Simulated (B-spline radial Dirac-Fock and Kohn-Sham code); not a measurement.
**Yb⁺ in Watson spheres of different radius**

Calculated with a B-spline atomic structure program, using ΔSCF Dirac-Fock with Breit, self-energy and vacuum polarisation, finite nucleus, configuration average. The ion, [Xe] 4f14 6s1, sits in a hollow sphere of charge Q = -1, a simple model of the Madelung potential. Inside the sphere an electron's potential energy is raised by the constant 14.40·|Q|/R eV, so binding energies fall by about that much as long as the orbitals stay inside.

```
radius (Å)  14.40 |Q|/R (eV)  1s (eV)  2s (eV)  2p1/2 (eV)  2p3/2 (eV)  3s (eV)  3p1/2 (eV)  3p3/2 (eV)  3d3/2 (eV)  3d5/2 (eV)  4s (eV)  4p1/2 (eV)  4p3/2 (eV)  4d3/2 (eV)  4d5/2 (eV)  4f5/2 (eV)  4f7/2 (eV)  5p1/2 (eV)  5p3/2 (eV)  6s (eV)
       1.8              8.00  61328.1  10494.2      9978.2      8943.0   2402.7      2176.9      1954.1      1574.9      1527.3    492.4       400.6       350.5       199.4       190.3        5.96        4.71       35.76       29.69     4.64
       2.4              6.00  61329.6  10495.7      9979.7      8944.5   2404.2      2178.4      1955.6      1576.4      1528.7    493.9       402.0       352.0       200.9       191.8        7.45        6.20       37.28       31.21     5.56
```

From the smallest to the largest radius 1s moves by +1.5 eV, while the constant potential alone would give +2.0 eV; the difference comes from charge outside the sphere and its screening.
